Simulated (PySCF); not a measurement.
Job file and geometry (Å, from GFN2-xTB) of an NMR shielding run on `C=CC[Si@@H]1NC[C@H](CF)N1`, C$_{6}$H$_{13}$FN$_{2}$Si, PySCF, GIAO PBE0/pcSseg-1 NMR shielding, non-relativistic, gas phase; density fitting, a coarse starting grid and PySCF grid level 2 are the driver's defaults:

```
$ OMP_NUM_THREADS=1 python probes_run.py task.json out

{"job": {"kind": "nmr", "xc": "PBE0", "basis": "pcSseg-1"}, "charge": 0, "multiplicity": 1}
C      3.975952    -0.245145     0.434219
C      2.857046     0.456337     0.412971
C      1.581965     0.033879     1.044128
Si     0.401723    -0.662143    -0.277457
N     -0.268561     0.614128    -1.228262
C     -1.647944     0.316706    -1.544257
C     -2.214916    -0.388613    -0.310316
C     -2.653388     0.646660     0.730230
F     -3.126454     0.014346     1.856602
N     -1.155692    -1.229249     0.188207
H      4.038657    -1.186118     0.956145
H      4.872705     0.086926    -0.060729
H      2.818560     1.396822    -0.121049
H      1.775044    -0.747847     1.776793
H      1.127425     0.878549     1.562019
H      1.047142    -1.765307    -1.006960
H      0.229222     1.056437    -1.982984
H     -1.735736    -0.351114    -2.410552
H     -2.199580     1.237072    -1.759052
H     -3.085041    -1.003004    -0.575358
H     -1.800175     1.256269     1.039490
H     -3.467648     1.275486     0.358041
H     -1.375059    -1.664092     1.068496
```

Task: Write the output of this run.

Result: 
```
coarse grid: 19416 points
cycle   1  E = -734.4682851358  dE =  1.332e+00  |g| = 6.992e-01  |ddm| = 4.297e+00
cycle   2  E = -734.4169539137  dE =  5.133e-02  |g| = 8.957e-01  |ddm| = 1.292e+00
cycle   3  E = -734.5686464310  dE = -1.517e-01  |g| = 8.100e-02  |ddm| = 7.708e-01
cycle   4  E = -734.5697377545  dE = -1.091e-03  |g| = 3.392e-02  |ddm| = 8.545e-02
cycle   5  E = -734.5700119870  dE = -2.742e-04  |g| = 5.449e-03  |ddm| = 3.310e-02
cycle   6  E = -734.5700179657  dE = -5.979e-06  |g| = 2.197e-03  |ddm| = 6.656e-03
final grid: 182600 points
cycle   7  E = -734.6321363948  dE = -5.430e-05  |g| = 1.064e-02  |ddm| = 3.556e-02
cycle   8  E = -734.6321174290  dE =  1.897e-05  |g| = 1.408e-02  |ddm| = 2.227e-02
cycle   9  E = -734.6321637912  dE = -4.636e-05  |g| = 1.792e-03  |ddm| = 1.297e-02
cycle  10  E = -734.6321645066  dE = -7.154e-07  |g| = 3.711e-04  |ddm| = 1.667e-03
cycle  11  E = -734.6321645362  dE = -2.959e-08  |g| = 1.468e-04  |ddm| = 4.013e-04
cycle  12  E = -734.6321645406  dE = -4.348e-09  |g| = 3.613e-05  |ddm| = 1.382e-04
cycle  13  E = -734.6321645408  dE = -2.717e-10  |g| = 6.176e-06  |ddm| = 3.744e-05
converged SCF energy = -734.6321645408

GIAO shielding tensors (ppm)
atom      isotropic    diamagn.    paramagn.     s11        s22        s33       span
  0 C       65.823     251.768    -185.945    -45.960     87.321    156.107    202.067
  1 C       47.673     256.713    -209.040    -73.834     53.205    163.648    237.483
  2 C      154.792     255.660    -100.868    136.859    158.530    168.986     32.127
  3 Si     356.445     881.953    -525.509    333.408    357.825    378.101     44.693
  4 N      238.756     323.531     -84.776    204.502    239.577    272.189     67.687
  5 C      139.660     244.409    -104.748    120.641    135.856    162.484     41.843
  6 C      128.975     245.545    -116.570    118.702    126.282    141.943     23.241
  7 C       93.920     244.327    -150.407     61.050     83.987    136.722     75.671
  8 F      429.433     472.072     -42.639    400.325    425.992    461.982     61.658
  9 N      230.615     327.465     -96.849    201.811    235.093    254.941     53.130
 10 H       26.419      30.620      -4.202     22.875     25.458     30.924      8.049
 11 H       26.479      27.473      -0.995     23.289     25.491     30.656      7.366
 12 H       25.748      31.827      -6.078     23.363     24.417     29.465      6.102
 13 H       29.961      33.702      -3.741     25.845     30.053     33.985      8.139
 14 H       29.974      33.614      -3.640     26.231     29.558     34.132      7.900
 15 H       26.519      31.281      -4.762     22.492     24.825     32.238      9.746
 16 H       31.553      33.877      -2.323     22.248     29.440     42.973     20.725
 17 H       28.243      29.222      -0.979     22.396     26.299     36.035     13.638
 18 H       28.767      29.713      -0.946     24.546     26.820     34.935     10.388
 19 H       28.090      29.409      -1.319     23.760     25.639     34.873     11.113
 20 H       27.118      30.206      -3.088     22.186     28.443     30.724      8.538
 21 H       27.159      28.800      -1.640     21.975     28.795     30.708      8.734
 22 H       30.298      34.952      -4.654     22.097     28.243     40.554     18.457
```

Task: Turn these shieldings into chemical shifts. References, each an isolated molecule treated in the same way: 13C (186.93 ppm) and 29Si (349.16 ppm) and 1H (31.72 ppm) vs TMS; 15N (267.73 ppm) vs NH3; 19F (170.95 ppm) against CFCl3.

Result: Averaging equivalent atoms: C 1: 139.3; C 0: 121.1; C 7: 93.0; C 6: 57.9; C 5: 47.3; C 2: 32.1; Si 3: -7.3; N 9: 37.1; N 4: 29.0; F 8: -258.5; H 12: 5.97; H 10: 5.30; H 11: 5.24; H 15: 5.20; H 20: 4.60; H 21: 4.56; H 19: 3.63; H 17: 3.47; H 18: 2.95; H 13: 1.76; H 14: 1.74; H 22: 1.42; H 16: 0.16 ppm. Unscaled 19F shifts against computed CFCl3 carry errors that often reach 10 to 50 ppm. Experimental scales use liquid or dissolved standards, which lie at an offset from isolated NH3 (liquid NH3: subtract about 20 ppm).

Size and cost of the density-fitted run: 242 basis functions, 110 s wall time on 1 thread of an Arm Neoverse N1, shared host; peak memory 1.2 GiB.
